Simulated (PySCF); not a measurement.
# Correlation energy of V+ (vanadium, charge +1)

[Ar] 3d3 4s1, high-spin 5F determinant (an excited configuration). Computed with PySCF 2.14 in dyall-av2z (16s12p7d2f, 101 functions), with the non-relativistic Hamiltonian (point nucleus). Frozen: [Ar]; 4 electrons correlated; the 25 highest virtual orbitals of each spin left out.

| level | correlation energy (mhartree) |
| --- | --- |
| CCSD | -29.79 |
| (T) | -0.27 |
| CCSD(T) | -30.06 |

Diagnostics: T1 = 0.0070, D1 = 0.0114, largest double amplitude 0.020.

Task: Is a single reference adequate?

Result: Yes: T1 lies below 0.03 and no double amplitude reaches 0.07.
